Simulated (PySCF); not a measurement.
## Worked example: entropy of an ideal gas

Sb(H)(OH)2 (H3O2Sb), SMILES [OH][SbH][OH].

The structure is a stationary point at PBE0-D3(BJ)/def2-TZVP. The def2 effective core potentials stand for the cores of Sb; spin–orbit coupling is left out. Other conformers were not sampled.

PBE0-D3(BJ)/def2-TZVP run with PySCF 2.14.0 gives the harmonic wavenumbers 194, 288, 325, 607, 624, 660, 690, 900, 924, 1922, 3870, 3883 cm⁻¹ and the rotational temperatures 0.4850, 0.3030, 0.1992 K. The molar mass is 156.78 g/mol, the symmetry number 1, the spin multiplicity 1.

Q: Work out the entropy at 298.15 K and 1 atm in the rigid-rotor, harmonic-oscillator model.

A: 
Translation (Sackur–Tetrode at 1 atm): S = R[1.5 ln M + 2.5 ln T − 1.16487] = 171.8 J/(mol K).
Rotation: q = (√π/σ) T^1.5/√(θA θB θC) = 53300, S = R[ln q + 3/2] = 103.0 J/(mol K).
Vibration: with u = 1.4388 ν/T, each mode gives R[u/(e^u − 1) − ln(1 − e^−u)]:
```tsv
ν (cm⁻¹)	modes	u	S (J/(mol K))
194	1	0.94	9.16
288	1	1.39	6.22
325	1	1.57	5.38
607	1	2.93	1.83
624	1	3.01	1.72
660	1	3.18	1.49
690	1	3.33	1.33
900	1	4.34	0.58
924	1	4.46	0.53
1922	1	9.27	0.01
```
The stiffer modes add less than 0.005 each. Sum 28.2 J/(mol K).
Spin: R ln 1 = 0.0 J/(mol K).
Total 303.0 J/(mol K); the program's own thermochemistry gives 303.0. Translation makes up 57 % and vibration 9 %. Anharmonicity, hindered rotation and orbital degeneracy are left out.
